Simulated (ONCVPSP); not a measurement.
# PBEsol ONCV dataset for Gd (Z = 64), fully relativistic all-electron reference.

- Element: gadolinium
- Generator: ONCVPSP 4.0.1
- Type: optimised norm-conserving Vanderbilt (ONCV)
- Functional: PBEsol
- Relativity: fully relativistic
- Frozen core: [Kr] 4d10
- Valence charge: 18
- Reference configuration: 4f6 5s2 5p6 5d2 6s2
- Partial waves: 5s+6s: rc 1.75 bohr, ncon 5, nbas 9, qcut 5.5 1/bohr, 2 projectors; 5p: rc 1.70 bohr, ncon 4, nbas 8, qcut 4.3 1/bohr, 3 projectors, debl 3.6 Ha; 5d: rc 2.00 bohr, ncon 3, nbas 7, qcut 5.7 1/bohr, 1 projector; 4f: rc 1.50 bohr, ncon 5, nbas 10, qcut 12.4 1/bohr, 2 projectors, debl 3.3 Ha
- Local potential: polynomial inside 1.05 bohr (lpopt 5, dvloc0 0 Ha)
- Core correction: Teter function, fcfact 3.5, rcfact 1.65

Open shells are filled in proportion to 2j + 1.

* Cutoffs needed: 66 Ha and 72 Ha (the cutoffs (Ha) at which the residual kinetic energy of the hardest occupied pseudo-wave falls to 1 and 0.1 mHa per electron)
* Ghost test: ghosts flagged at negative energy: s at -125.4 eV; GHOST(+) flagged for p3/2 at 320.2 eV, p1/2 at 352.8 eV; a true bound ghost makes a file unfit for plane-wave use
* Configuration tests: 1 of 4 tests not solved or not reliable
* rms error of d²Exc/dni dnj: 8.29 mHa without and 2.96 mHa with the model core
